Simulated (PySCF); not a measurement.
Electron correlation in Sr (strontium, neutral)

[Kr] 5s1 6s1, high-spin 3S determinant (an excited configuration). Computed with PySCF 2.14 in x2c-TZVPPall with one added diffuse shell each of s, p, d, f type (9s7p7d3f1g, 95 functions), with scalar relativity by spin-free X2C-1e. Frozen: [Kr]; 2 electrons correlated.

With two correlated electrons CCSD is exact within the correlated space (frozen core and kept virtual orbitals).

```json
{"level": "CCSD", "correlation energy (mhartree)": "-4.59"}
```

Diagnostics: T1 = 0.017, D1 = 0.0338, largest double amplitude 0.076.

Problem. Is a single reference adequate?

Solution. Mostly. T1 lies below 0.03, but a double amplitude of this size points to a near-degeneracy that CCSD handles and MP2 describes poorly.
